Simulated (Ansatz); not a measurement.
Basis-set extrapolation for AlH6OPSi, SMILES `O[P]([AlH2])[SiH3]` (PBE0-D4/def2-TZVP geometry, frozen core, the Gaussian-basis code of Ansatz). Multiplicity 1, RHF reference.

|  | def2-TZVPP | def2-QZVPP |
| --- | --- | --- |
| HF | -950.012074 | -950.041934 |
| MP2 correlation | -0.600502 | -0.648719 |
| CCSD(T) correlation | -0.679965 | not run |

Energies in hartree. Use E(X) = E(∞) + A·exp(−7.88·√X) for Hartree–Fock and E(X) = E(∞) + B·X^(−2.97) for correlation, with X = 3 and 4, and add CCSD(T) minus MP2 of the smaller set to the MP2 limit.

Question: What is the CCSD(T) energy at the basis-set limit?

Answer: HF limit: -950.041934 + (-0.029860) × 0.13774 = -950.04605. MP2 limit: -0.648719 + (-0.048217) × 0.74074 = -0.68444. Higher-order term: -0.679965 − (-0.600502) = -0.07946. Total: -950.80995 hartree, 3.21 eV below CCSD(T)/def2-TZVPP.
